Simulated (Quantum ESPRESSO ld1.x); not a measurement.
Species: Xe IX. Configuration: [Kr] 4d10. Method: non-relativistic Kohn-Sham, LDA (Slater exchange, VWN5 correlation), spin-polarised, spherical densities, point nucleus; relativity is left out, which matters for an element this heavy; computed with ld1.x of Quantum ESPRESSO 7.5.

Radial electron density D(r) = 4 pi r^2 rho(r):

r (bohr),D(r) (e/bohr)
0.002102,4.909
0.002759,7.878
0.003621,12.37
0.004753,18.86
0.006239,27.70
0.008255,39.08
0.01083,51.16
0.01422,61.75
0.01867,67.59
0.0245,66.72
0.03216,61.76
0.04221,60.72
0.05541,70.43
0.07273,85.31
0.09547,88.26
0.1253,74.55
0.1645,65.95
0.2159,73.86
0.2834,69.73
0.372,41.59
0.4882,25.09
0.646,29.19
0.8479,24.90
1.113,11.29
1.461,2.643
1.917,0.2905
2.517,0.01227
3.304,0.0001456

D(r) has 4 maxima, at r = 0.0205, 0.0867, 0.240, 0.689 bohr, and minima at 0.0384, 0.162, 0.500 bohr, inside which lie 2.00, 11.41, 28.96 electrons.
